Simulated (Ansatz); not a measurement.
Cartesian coordinates (Å):
```xyz
6

C      0.5518     0.1602     0.7222
Si    -0.4638    -0.1346    -0.6070
H      1.1863     1.0368     0.7800
H      0.6068    -0.5164     1.5671
H     -1.3337    -1.3263    -0.6972
H     -0.5474     0.7802    -1.7650
```
Charge 0, multiplicity 1.

The numbers are results of Ansatz (a program for electronic structure) with frozen-core CCSD(T)/def2-TZVPP // PBE0-D3(BJ)/def2-TZVP, not measurements. The restricted HF reference is unstable towards unrestricted orbitals.

The HF energy is -329.08595 Ha and the MP2 correlation energy is -0.29561 Ha.

Problem. Estimate the CCSD correlation energy, the (T) correction, the total energy and the T1 diagnostic.

Solution. 
```
Property                         Value
-----------------------  -------------
CCSD correlation energy    -0.32568 Ha
(T) correction             -0.01437 Ha
CCSD(T) total energy     -329.42600 Ha
T1 diagnostic                    0.015
```
